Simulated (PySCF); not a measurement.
PySCF input (BP86/6-31G* (5d)):

```python
from pyscf import gto, dft

mol = gto.M(
    atom='''
    C    -1.84397200   -0.36782100   -0.04621400
    B    -0.36002500   -0.07181500   -0.00902300
    Cl    0.80604500   -1.36302900    0.27277100
    Cl    0.23391300    1.57047200   -0.24670700
    H    -2.23450200   -1.36811000    0.09688300
    H    -2.58082300    0.40758700   -0.21756600
    ''',
    basis='6-31g*',
    charge=0,
    spin=1,
    verbose=4,
)

mf = dft.UKS(mol, xc='bp86')
mf.grids.level = 3
mf.conv_tol = 1e-9
mf.max_cycle = 100
mf.max_memory = 1500
mf.kernel()
if not mf.converged:
    mf = mf.newton()
    mf.kernel(mf.make_rdm1())
mo, _, stable, _ = mf.stability(return_status=True)
if not stable:
    mf.kernel(mf.make_rdm1(mo, mf.mo_occ))
    stable = mf.stability(return_status=True)[2]
mf.dip_moment()
```

Output:

```
PySCF version 2.14.0

[INPUT] verbose = 4
[INPUT] num. atoms = 6
[INPUT] num. electrons = 47
[INPUT] charge = 0
[INPUT] spin (= nelec alpha-beta = 2S) = 1
[INPUT] symmetry False subgroup None
[INPUT] Mole.unit = angstrom
[INPUT] Symbol           X                Y                Z      unit          X                Y                Z       unit  Magmom
[INPUT]  1 C     -1.843972000000  -0.367821000000  -0.046214000000 AA   -3.484602061366  -0.695080952864  -0.087331803121 Bohr   0.0
[INPUT]  2 B     -0.360025000000  -0.071815000000  -0.009023000000 AA   -0.680348647997  -0.135710681636  -0.017050998822 Bohr   0.0
[INPUT]  3 Cl     0.806045000000  -1.363029000000   0.272771000000 AA    1.523204294075  -2.575751509840   0.515462484724 Bohr   0.0
[INPUT]  4 Cl     0.233913000000   1.570472000000  -0.246707000000 AA    0.442031506975   2.967761966298  -0.466208663013 Bohr   0.0
[INPUT]  5 H     -2.234502000000  -1.368110000000   0.096883000000 AA   -4.222596804793  -2.585353208279   0.183082336126 Bohr   0.0
[INPUT]  6 H     -2.580823000000   0.407587000000  -0.217566000000 AA   -4.877048645978   0.770227801933  -0.411140154017 Bohr   0.0

nuclear repulsion = 168.885125927585
number of shells = 32
number of NR pGTOs = 164
number of NR cGTOs = 68
basis = 6-31g*
ecp = {}

******** <class 'pyscf.dft.uks.UKS'> ********
method = UKS
initial guess = minao
damping factor = 0
level_shift factor = 0
DIIS = <class 'pyscf.scf.diis.CDIIS'>
diis_start_cycle = 1
diis_space = 8
diis_damp = 0
SCF conv_tol = 1e-09
SCF conv_tol_grad = None
SCF max_cycles = 100
direct_scf = True
direct_scf_tol = 1e-13
number electrons alpha = 24  beta = 23
XC library pyscf.dft.libxc version 7.1.2
    S. Lehtola, C. Steigemann, M. J. T. Oliveira, and M. A. L. Marques,  SoftwareX 7, 1–5 (2018)
XC functionals = bp86
    A. D. Becke,  Phys. Rev. A 38, 3098 (1988)
    J. P. Perdew,  Phys. Rev. B 33, 8822 (1986)
    J. P. Perdew,  Phys. Rev. B 34, 7406–7406 (1986)
radial grids:
    Treutler-Ahlrichs [JCP 102, 346 (1995); DOI:10.1063/1.469408] (M4) radial grids

becke partition: Becke, JCP 88, 2547 (1988); DOI:10.1063/1.454033
pruning grids: <function nwchem_prune>
grids dens level: 3
symmetrized grids: False
atomic radii adjust function: <function treutler_atomic_radii_adjust>
small_rho_cutoff = 0
Set gradient conv threshold to 3.16228e-05
tot grids = 85544
init E= -984.870556377749
  alpha nocc = 24  HOMO = -0.254620950249613  LUMO = -0.062545737089188
  beta  nocc = 23  HOMO = -0.33451284151483  LUMO = -0.254620950249613

WARN: HOMO -0.254620950249613 >= LUMO -0.254620950249613

cycle= 1 E= -984.605256174425  delta_E= 0.265  |g|= 0.196  |ddm|= 1.81
  alpha nocc = 24  HOMO = -0.201813969609336  LUMO = 0.0116101601791359
  beta  nocc = 23  HOMO = -0.236851413564152  LUMO = -0.147606896850542
  HOMO = -0.201813969609  LUMO = -0.147606896851  gap/eV = 1.47505
cycle= 2 E= -984.604155921336  delta_E= 0.0011  |g|= 0.211  |ddm|= 0.516
  alpha nocc = 24  HOMO = -0.2379659231059  LUMO = -0.00679713939481541
  beta  nocc = 23  HOMO = -0.27290232224826  LUMO = -0.177437034166351
  HOMO = -0.237965923106  LUMO = -0.177437034166  gap/eV = 1.64707
cycle= 3 E= -984.628863551879  delta_E= -0.0247  |g|= 0.0386  |ddm|= 0.265
  alpha nocc = 24  HOMO = -0.240285464530374  LUMO = -0.0125469683978112
  beta  nocc = 23  HOMO = -0.277347981332606  LUMO = -0.179181753465435
  HOMO = -0.24028546453  LUMO = -0.179181753465  gap/eV = 1.66272
cycle= 4 E= -984.629695212114  delta_E= -0.000832  |g|= 0.011  |ddm|= 0.0587
  alpha nocc = 24  HOMO = -0.239058315440906  LUMO = -0.0101749213827649
  beta  nocc = 23  HOMO = -0.277011827595536  LUMO = -0.176274426076268
  HOMO = -0.239058315441  LUMO = -0.176274426076  gap/eV = 1.70844
cycle= 5 E= -984.629759631616  delta_E= -6.44e-05  |g|= 0.00476  |ddm|= 0.0214
  alpha nocc = 24  HOMO = -0.240014329604976  LUMO = -0.0105758920285477
  beta  nocc = 23  HOMO = -0.276395219004861  LUMO = -0.17684922325222
  HOMO = -0.240014329605  LUMO = -0.176849223252  gap/eV = 1.71881
cycle= 6 E= -984.629772649482  delta_E= -1.3e-05  |g|= 0.0019  |ddm|= 0.0091
  alpha nocc = 24  HOMO = -0.239766833121736  LUMO = -0.0104086804701269
  beta  nocc = 23  HOMO = -0.276614462433316  LUMO = -0.176460689770446
  HOMO = -0.239766833122  LUMO = -0.17646068977  gap/eV = 1.72265
cycle= 7 E= -984.629775018694  delta_E= -2.37e-06  |g|= 0.000378  |ddm|= 0.00259
  alpha nocc = 24  HOMO = -0.239804564278393  LUMO = -0.0104293942642428
  beta  nocc = 23  HOMO = -0.2765945909209  LUMO = -0.176461669881375
  HOMO = -0.239804564278  LUMO = -0.176461669881  gap/eV = 1.72365
cycle= 8 E= -984.629775118697  delta_E= -1e-07  |g|= 6.32e-05  |ddm|= 0.000621
  alpha nocc = 24  HOMO = -0.23980265819014  LUMO = -0.0104316521348702
  beta  nocc = 23  HOMO = -0.276593578297433  LUMO = -0.176463669097985
  HOMO = -0.23980265819  LUMO = -0.176463669098  gap/eV = 1.72354
cycle= 9 E= -984.629775121668  delta_E= -2.97e-09  |g|= 2.33e-05  |ddm|= 0.000146
  alpha nocc = 24  HOMO = -0.239801188860968  LUMO = -0.0104316866141381
  beta  nocc = 23  HOMO = -0.276595329603189  LUMO = -0.176462628786211
  HOMO = -0.239801188861  LUMO = -0.176462628786  gap/eV = 1.72353
cycle= 10 E= -984.629775121982  delta_E= -3.14e-10  |g|= 5.89e-06  |ddm|= 5.09e-05
  alpha nocc = 24  HOMO = -0.239800483556  LUMO = -0.0104318469303619
  beta  nocc = 23  HOMO = -0.276595301156981  LUMO = -0.176462475776783
  HOMO = -0.239800483556  LUMO = -0.176462475777  gap/eV = 1.72351
Extra cycle  E= -984.629775121988  delta_E= -5.91e-12  |g|= 4.7e-06  |ddm|= 2.03e-05
converged SCF energy = -984.629775121988  <S^2> = 0.75218613  2S+1 = 2.0021849
uhf_internal: lowest eigs of H = [0.43775638 0.45280505 0.45334311]
<class 'pyscf.dft.uks.UKS'> wavefunction is stable in the internal stability analysis
Dipole moment(X, Y, Z, Debye): -1.95126, -0.38924, -0.04890
```

The geometry given is a B3LYP-D3(BJ)/def2-TZVP minimum.
